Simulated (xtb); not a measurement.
singlet methylene (CH₂), singlet, at a GFN2-xTB geometry. Base run: xtb with GFN0-xTB.

The xtb input:
```
$ xtb mol.xyz --gfn 0 --json

# file mol.xyz
3

C      0.00403916     0.00124078     0.16463541
H      0.00029648     0.87790816    -0.50085524
H     -0.02453143    -0.88535285    -0.48695721
```

Each row names what was changed in the base input (with any setting that the change needs).

```
change        ΔE vs base (kJ/mol)  HOMO-LUMO gap (eV)
------------  -------------------  ------------------
base                         0.00                1.40
acc = 1000                   0.00                1.40
acc = 0.0001                 0.00                1.40
```
